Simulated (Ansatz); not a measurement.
`[CH3][V](=[O])([F])[F]` + HCl → `[O]=[V]([F])([F])[Cl]` + CH₄ at 400 K and 1 bar (ligand exchange at a V–C bond).

Program: Ansatz. Geometries: PBE0-D4/def2-TZVP. ΔE: electronic, gas phase. CBS: MP2 limit from def2 TZ/QZ plus the TZ coupled-cluster correction, frozen cores. This one scheme is used for every species. For V outer-core shells are correlated without core-valence functions, which leaves a few kJ/mol of doubt a bond. Scalar relativity is left out up to krypton.

```
                 species  CCSD(T)/CBS energy (Eh)  H − E (kJ/mol)  S (J/(mol·K))
`[CH3][V](=[O])([F])[F]`              -1258.19882           146.1          370.1
                     HCl               -460.38127            29.6          195.4
 `[O]=[V]([F])([F])[Cl]`              -1678.16404            53.1          353.8
                     CH₄                -40.46206           131.3          197.2
```

H − E and S are ideal-gas, rigid-rotor, harmonic terms from PBE0-D4/def2-TZVP. 1 Eh = 2625.50 kJ/mol, R = 8.31446 J/(mol·K).

**Question.** By hand: ΔE, ΔH, ΔS and ΔG.

**Answer.** ΔE = (-1678.16404) + (-40.46206) − (-1258.19882) − (-460.38127) = -0.04601 Eh = -120.8 kJ/mol. Δ(H − E) = 53.1 + 131.3 − 146.1 − 29.6 = 8.7, so ΔH = -112.1 kJ/mol. ΔS = 353.8 + 197.2 − 370.1 − 195.4 = -14.5 J/(mol·K). ΔG = -112.1 − 400 × (-14.5)/1000 = -106.3 kJ/mol.

**Question.** By hand: the equilibrium constant, and the temperature at which ΔG would vanish if ΔH and ΔS stayed fixed.

**Answer.** log₁₀ K = −ΔG/(RT ln 10) = 13.9. ΔG = 0 at ΔH/ΔS = 7731 K, far beyond where these terms or the molecules hold.

The number of gas molecules stays the same, so ΔS is small and ΔH decides. A doubt of 5 kJ/mol in ΔE shifts log₁₀ K by 0.7 here. These are equilibria of isolated gas molecules and say nothing of rates. Largest T1 diagnostic: 0.032 (customary marks: 0.02 for closed shells, 0.045 for open ones).
